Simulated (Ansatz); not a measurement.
Program: Ansatz. Geometries: PBE0-D4/def2-TZVP. ΔE: electronic, gas phase. CCSD(T)/CBS adds triple-zeta CCSD(T) − MP2 to the extrapolated MP2 energy (def2 sets, frozen cores). DFT in def2-TZVPP. Each species was taken in one conformer, which may not be the lowest.

Reaction (redistribution): `C[SiH](F)BS` + `OBCO` → `OBBS` + `C[SiH](F)CO`

| level | ΔE (eV) |
| --- | --- |
| r2SCAN-D4 | 0.25 |
| PBE0-D4 | 0.26 |
| ωB97X-V | 0.23 |
| PBE0 | 0.25 |

**Question.** What does CCSD(T)/CBS give? (Best estimate.)

**Answer.** Computed: +0.25 eV. The listed levels differ from it by 0.00, 0.01, -0.02, 0.00 eV.

Largest T1 diagnostic among the species: 0.016.

In def2-TZVPP, CCSD(T) changes the Hartree–Fock value by +0.04 eV (the triples alone add +0.01 eV) and MP2 by +0.05 eV.
